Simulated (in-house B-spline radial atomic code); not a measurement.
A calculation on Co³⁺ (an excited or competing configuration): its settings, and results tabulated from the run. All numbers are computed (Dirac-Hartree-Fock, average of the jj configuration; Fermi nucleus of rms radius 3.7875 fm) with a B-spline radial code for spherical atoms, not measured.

In the input, a minus or plus after the letter marks the j = l - 1/2 or j = l + 1/2 subshell.

Command:
```bash
python run_scf.py task.json out
```
Settings (nuclear radius in fm, mass in u):
```
Z                27
configuration    1s2 2s2 2p6 3s2 3p6 3d-1 3d+5
hamiltonian      dirac
method           hf
spin_polarised   False
nucleus          fermi
rms_radius       3.7875
atomic_mass      58.93319
speed_of_light   137.035999084
```

Output (hartree, bohr):
```
 radial grid: 68 intervals, B-splines of order 8, outer radius 18.6486 bohr

 iter        energy (Eh)    residual
    1      -1375.3220873    6.31e-01
    2      -1384.8747688    5.20e-01
    3      -1389.5322860    1.32e-01
    4      -1389.9352316    3.02e-02
    5      -1389.9494101    1.90e-02
    6      -1389.9574230    1.41e-03
    7      -1389.9574427    2.73e-04
    8      -1389.9574435    5.28e-05
    9      -1389.9574436    2.17e-06
   10      -1389.9574436    8.51e-08

 total energy                    -1389.957444
 kinetic                           1411.72958
 electron-nucleus                 -3301.62790
 electron-electron                  499.94088

 first-order corrections (not in the total)
   Gaunt                            0.58315
   retardation                     -0.05201
   frequency dependence            -0.00152
   self-energy                      0.38846
   Uehling                         -0.03356
   Wichmann-Kroll                   0.00022
   recoil                           0.00991

 orbital      occ     eigenvalue          <r>       <r^2>       <1/r>     <1/r^3>     <1/r^2>       r_max    small
 1s1/2      2.000     -287.38165    0.0561573  0.00424202     27.0379           -     1500.08     0.03679  9.45e-03
 2s1/2      2.000      -36.95417     0.253884   0.0761231     5.87118           -     146.124      0.2125  1.77e-03
 2p1/2      2.000      -32.05499     0.222124   0.0606017     5.79428           -     47.0875      0.1703  1.74e-03
 2p3/2      4.000      -31.55216     0.225557   0.0624064     5.67851     533.781     44.2103       0.173  1.71e-03
 3s1/2      2.000       -6.04271     0.767783    0.678357     1.83713           -     21.4528       0.667  3.81e-04
 3p1/2      2.000       -4.37727     0.801895    0.753847     1.70543           -     6.54191      0.6739  3.38e-04
 3p3/2      4.000       -4.46541     0.808628    0.766507     1.68917     66.6415     6.24634      0.6805  3.36e-04
 3d3/2      1.000       -2.03903     0.929127     1.08013     1.38829     6.67815     2.57429      0.6612  2.40e-04
 3d5/2      5.000       -2.05713     0.929087     1.07871     1.38636     6.59595     2.56206      0.6627  2.40e-04
```

Cost of the run: 1.4 s on 1 thread of Arm Neoverse N1 (shared host).

For the Dirac Hamiltonian the kinetic term is c α·p + (β - 1)c².
